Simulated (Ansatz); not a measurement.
Job for Ansatz (a first-principles code): U-PBE/cc-pV(T+d)Z on H2OSi (SMILES O[SiH]), a point of a bond scan (R = 1.391 Å). Files ending in .json are basis or fitting sets from the Basis Set Exchange.

Ansatz 0.2 input:
```yaml
crystal:
  periodic: [false, false, false]
  atoms:
    - {symbol: Si, position_ang: [-0.37783358, -0.33484004, 0.39441778]}
    - {symbol: H, position_ang: [-1.42107922, -0.18507716, -0.51328681]}
    - {symbol: O, position_ang: [0.78278099, 0.49643126, -0.45047039]}
    - {symbol: H, position_ang: [0.56441750, 0.88474728, -1.30394290]}
basis:
  gaussian:
    orbitals: cc-pV_T+d_Z.json
hamiltonian:
  xc: {name: PBE}
magnetization: {spin_polarized: true, initial_magnetization: 0}
```

Program output:

```
WARN ansatz: RAYON_NUM_THREADS=2 ignored (pool sized by the plan → 2); use --threads N
Functional definition: PBE
integrals: 0.02 GiB planned
585 factors; their error is unknown
mean field: 0.26 GiB planned
mean field evaluation 1: about -9945.4364 eV, gradient 4.3e1 eV
mean field evaluation 2: about -9892.3165 eV, gradient 1.1e2 eV
mean field evaluation 4: about -9951.3288 eV, gradient 4.3e0 eV
mean field evaluation 8: about -9951.4355 eV, gradient 1.1e-1 eV
mean field evaluation 16: about -9950.4175 eV, gradient 4.8e0 eV
mean field -9951.43556040 eV, -365.7085115194 hartree, gradient 4.4e-5 eV, S^2 0.000000; 1 other end points of the search recorded, 0 dependent functions left out
reference -9951.43558787 eV, -365.7085125288 hartree; 12, 12 occupied and 85, 85 virtual orbitals, 585 factors
Total energy: -9951.43558787 eV, -365.7085125288 hartree
```

The calculation finished and met its thresholds.

Cost: around 1.7 core-seconds (rough).
